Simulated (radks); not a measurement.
Results of a calculation; reference values are marked as such.
Effect of the nuclear size on the rhenium ion Re+, [Xe] 4f14 5d5 6s1. Level of theory: Dirac Kohn-Sham, PBE, spin-unpolarised, spherical densities, finite nucleus; open shells fill j = l - 1/2 first; Fermi nuclear charge, rms radius 5.3698 fm (a radial shooting solver on a logarithmic mesh with Libxc functionals). The rms radius is varied about that value; shifts are against it.

rms radius (fm)  total energy shift (eV)  density at nucleus (e/bohr^3)  1s1/2 shift (meV)  2s1/2 shift (meV)  5s1/2 shift (meV)  5p1/2 shift (meV)  6s1/2 shift (meV)  5d5/2 shift (meV)  6p1/2 (empty) shift (meV)
4.7684                             -13.8                      1.614e+06              -5570               -792              -7.65              0.197             -0.775              0.276                      0.080
5.1711                             -4.66                      1.568e+06              -1890               -268              -2.59              0.067             -0.263              0.093                      0.027
5.3698                                 0                      1.547e+06              0.000              0.000              0.000              0.000              0.000              0.000                      0.000
5.6007                              5.56                      1.524e+06               2250                320               3.09             -0.079              0.313             -0.111                     -0.032
6.4706                              27.8                      1.447e+06              11300               1600               15.5             -0.396               1.57             -0.558                     -0.161

Slopes of the eigenvalues against <r^2> in GHz/fm^2, as finite differences over the two radii next to the reference (eigenvalue slopes, not the field-shift constants of lines): 1s1/2 216000, 2s1/2 30700, 5s1/2 297, 5p1/2 -7.63, 6s1/2 30.1, 5d5/2 -10.7, 6p1/2 (empty) -3.09.
